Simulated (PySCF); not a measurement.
A PySCF script (with the pyscf-properties extension) for the NMR shieldings of SMILES C1CC([C@@H]2CC23CCC3)C1, C$_{10}$H$_{16}$, on a GFN2-xTB geometry:

```python
import basis_set_exchange as bse
import numpy as np
from pyscf import gto, dft
from pyscf.prop import nmr

atoms = """
C    -3.212945   -0.177889   -0.615631
C    -2.621938    0.099219    0.774590
C    -1.239108    0.333634    0.131760
C    -0.086485   -0.429354    0.722253
C     0.772272    0.204948    1.784883
C     1.326638   -0.035380    0.418045
C     1.803929    1.015741   -0.571821
C     2.997175    0.107051   -0.918308
C     2.476311   -0.963154    0.057692
C    -1.796012   -0.193636   -1.206810
H    -3.776300   -1.103723   -0.712537
H    -3.821976    0.641865   -0.991124
H    -3.043971    0.946270    1.311303
H    -2.636801   -0.771767    1.427100
H    -0.987085    1.394307    0.080513
H    -0.275721   -1.492944    0.825525
H     0.547367    1.222361    2.069633
H     1.123417   -0.410057    2.600280
H     2.071335    1.972944   -0.125592
H     1.120323    1.191938   -1.400931
H     3.033155   -0.211058   -1.957577
H     3.964255    0.522084   -0.644173
H     2.167664   -1.894155   -0.416950
H     3.148497   -1.196649    0.882732
H    -1.439912   -1.195366   -1.438951
H    -1.635126    0.445386   -2.072631
"""
names = dict.fromkeys(["C", "H"], "pcSseg-1")
basis = {el: gto.basis.parse(bse.get_basis(n, elements=[el], fmt="nwchem")) for el, n in names.items()}
mol = gto.M(atom=atoms, basis=basis, charge=0, verbose=0)
mf = dft.RKS(mol, xc="PBE0")
mf.grids.level = 2
mf.grids.alignment = dft.numint.BLKSIZE   # the property module wants whole blocks of grid points
mf.conv_tol = 1e-9
mf.kernel()

calc = nmr.RKS(mf)   # GIAO
C = mf.mo_coeff
Co = C[:, mf.mo_occ > 0]
resp = mf.gen_response(singlet=True, hermi=2)
def vind(x):   # induced exchange potential for any number of trial vectors
    d = np.einsum("pi,xij,qj->xpq", C, 2 * x.reshape(-1, C.shape[1], Co.shape[1]), Co, optimize=True)
    return np.einsum("xpq,pi,qj->xij", resp(d - d.transpose(0, 2, 1)), C, Co, optimize=True).ravel()
mo1, _ = nmr.rhf.solve_mo1(calc, with_cphf=vind)
sigma = calc.kernel(mo1)
for i, s in enumerate(sigma):   # ppm
    print("%2d %-2s %9.2f" % (i, mol.atom_pure_symbol(i), np.trace(s) / 3))
```

Task: What does it print?

Result: 
```
 0 C     169.78
 1 C     158.75
 2 C     148.96
 3 C     150.05
 4 C     163.63
 5 C     165.16
 6 C     159.76
 7 C     171.31
 8 C     155.22
 9 C     158.57
10 H      29.82
11 H      29.75
12 H      29.46
13 H      29.76
14 H      30.29
15 H      31.19
16 H      31.76
17 H      31.21
18 H      29.74
19 H      29.55
20 H      29.70
21 H      29.60
22 H      29.50
23 H      29.57
24 H      29.78
25 H      29.42
```

These numbers come from an equivalent density-fitted implementation of the same equations, which agrees with the script to about 0.01 ppm for H and up to a few tenths of a ppm for heavy atoms, so last digits may differ.

Size and cost of the density-fitted run: 250 basis functions, 100 s wall time on 1 thread of an x86-64 server CPU, shared host.
